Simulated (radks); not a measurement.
Q: Calculated with a radial shooting solver on a logarithmic mesh with Libxc functionals: non-relativistic Kohn-Sham, LB94 model potential, spin-polarised, spherical densities, point nucleus; open shells are filled with parallel spins first. Response by self-consistent Sternheimer equations with the Hartree and adiabatic LDA kernel. For heavy and open-shell atoms this level of theory can miss by tens of per cent. Estimate the static dipole polarisabilities of Ga6+ ([Ar] 3d7) and Ga3+ ([Ar] 3d10) and the C6 coefficients of the three pairs.

A: alpha = 0.4610 and 1.336 bohr^3; C6 = 0.7006 (Ga6+-Ga6+), 1.399 (Ga6+-Ga3+), 2.977 (Ga3+-Ga3+) hartree bohr^6.
